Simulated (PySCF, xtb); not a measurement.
C₂H₃Cl₂FSi, SMILES C=C[Si](F)(Cl)Cl. Other conformers were not sampled.

Harmonic wavenumbers (cm⁻¹) from GFN2-xTB (xtb) at its own minimum, in rising order: 40, 118, 121, 147, 200, 210, 339, 475, 497, 569, 723, 812, 930, 1017, 1026, 1279, 1411, 1660, 3044, 3091, 3121.

Q: What does PBE-D3(BJ)/def2-SVP in PySCF give at its own minimum? (Estimate from the structure and the level; the computed values follow.)

A: 75, 143, 150, 171, 255, 255, 348, 509, 510, 626, 719, 889, 964, 974, 994, 1226, 1369, 1618, 3062, 3093, 3160. Paired by order, the mean absolute difference is 34 cm⁻¹ and the zero-point energies are 29.8 and 30.2 kcal/mol.
